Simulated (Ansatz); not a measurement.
Cost and result for the atomization energy of C2H4AlNO (`N=C=C[O][AlH2]`) (9 atoms, 8 bonds).

```
atom   x (Å)   y (Å)   z (Å)
  N1   1.207  -2.003   0.545
  C2   0.465  -1.065   0.812
  C3  -0.193   0.013   1.175
  O4  -0.331   1.127   0.414
 Al5  -0.391   1.451  -1.254
  H6   0.754  -2.773   0.050
  H7  -0.667   0.034   2.150
  H8  -0.383   0.236  -2.265
  H9  -0.462   2.978  -1.629
```

Total charge 0; spin multiplicity 1. The structure was optimised at the PBE0-D4/def2-TZVP level. It is one conformer, not always the lowest. Program: Ansatz. All runs use 2 threads of an Arm Neoverse V2 on a shared host. Times are those of one run each, without the atoms' runs, and a repeat can differ threefold. Electronic energies, without spin–orbit coupling; frozen cores. CCSD(T)/CBS adds CCSD(T) − MP2 in def2-TZVPP to the MP2 limit, and its time is that of the two runs behind it. T1 = 0.015. B3LYP takes the VWN-RPA correlation (the form of Gaussian; ORCA's B3LYP/G). HSE06 is the plane-wave form, built on full-range PBE exchange.

CCSD(T)/CBS is a level of theory with its own doubt, some kJ/mol a heavy atom from the limit and from the frozen cores, so smaller differences don't rank the functionals.

```csv
level,functions,wall time
LDA (SPW92)/def2-TZVPP,222,1.4 s
revPBE-D4/def2-TZVPP,222,2.2 s
BLYP-D4/def2-TZVPP,222,2.4 s
PBE-D4/def2-TZVPP (with forces),222,2.7 s
PBE0-D4/def2-TZVPP,222,3.1 s
HSE06-D4/def2-TZVPP,222,3.5 s
CCSD(T)/def2-SVP,94,4 s
B3LYP-D4/def2-TZVPP (with forces),222,4.8 s
r2SCANh-D4/def2-TZVPP,222,6 s
ωB97M-V/def2-TZVPP (with forces),222,13 s
MP2/def2-QZVPP,418,22 s
CCSD(T)/def2-TZVPP,222,100 s
CCSD(T)/CBS(def2),–,2.1 min
```

(1) What atomization energy does each give, and how far from CCSD(T)/CBS? (Estimate.)

## Answers

(1) Computed: 
```json
{"level": "LDA (SPW92)/def2-TZVPP", "atomization (kJ/mol)": "3990.4", "difference from CCSD(T)/CBS": "588.6", "per bond": "73.6"}
{"level": "revPBE-D4/def2-TZVPP", "atomization (kJ/mol)": "3429.3", "difference from CCSD(T)/CBS": "27.5", "per bond": "3.4"}
{"level": "BLYP-D4/def2-TZVPP", "atomization (kJ/mol)": "3462.2", "difference from CCSD(T)/CBS": "60.4", "per bond": "7.6"}
{"level": "PBE-D4/def2-TZVPP (with forces)", "atomization (kJ/mol)": "3534.9", "difference from CCSD(T)/CBS": "133.1", "per bond": "16.6"}
{"level": "PBE0-D4/def2-TZVPP", "atomization (kJ/mol)": "3418.1", "difference from CCSD(T)/CBS": "16.3", "per bond": "2.0"}
{"level": "HSE06-D4/def2-TZVPP", "atomization (kJ/mol)": "3421.6", "difference from CCSD(T)/CBS": "19.8", "per bond": "2.5"}
{"level": "CCSD(T)/def2-SVP", "atomization (kJ/mol)": "3203.4", "difference from CCSD(T)/CBS": "-198.4", "per bond": "-24.8"}
{"level": "B3LYP-D4/def2-TZVPP (with forces)", "atomization (kJ/mol)": "3426.9", "difference from CCSD(T)/CBS": "25.1", "per bond": "3.1"}
{"level": "r2SCANh-D4/def2-TZVPP", "atomization (kJ/mol)": "3386.5", "difference from CCSD(T)/CBS": "-15.3", "per bond": "-1.9"}
{"level": "ωB97M-V/def2-TZVPP (with forces)", "atomization (kJ/mol)": "3425.1", "difference from CCSD(T)/CBS": "23.3", "per bond": "2.9"}
{"level": "MP2/def2-QZVPP", "atomization (kJ/mol)": "3449.1", "difference from CCSD(T)/CBS": "47.3", "per bond": "5.9"}
{"level": "CCSD(T)/def2-TZVPP", "atomization (kJ/mol)": "3295.6", "difference from CCSD(T)/CBS": "-106.2", "per bond": "-13.3"}
{"level": "CCSD(T)/CBS(def2)", "atomization (kJ/mol)": "3401.8", "difference from CCSD(T)/CBS": "0.0", "per bond": "0.0"}
```

In def2-TZVPP, CCSD(T) changes the Hartree–Fock value by +991.4 kJ/mol (the triples alone add +72.8 kJ/mol) and MP2 by +1081.3 kJ/mol; breaking electron pairs costs correlation energy, which Hartree–Fock lacks. From BLYP to BHLYP (50 % exact exchange), in def2-TZVPP and without D4, the atomization energy moves by −179.0 kJ/mol: exact exchange takes away binding that semilocal exchange gives to molecules. Leaving LDA and LC-ωPBE aside and taking each functional with its dispersion term where it has one, the values, not all of them listed here, spread over 267.6 kJ/mol, from BHLYP-D4 to PBE-D4. LDA lies +471.9 kJ/mol from PBE without D4, its usual overbinding.
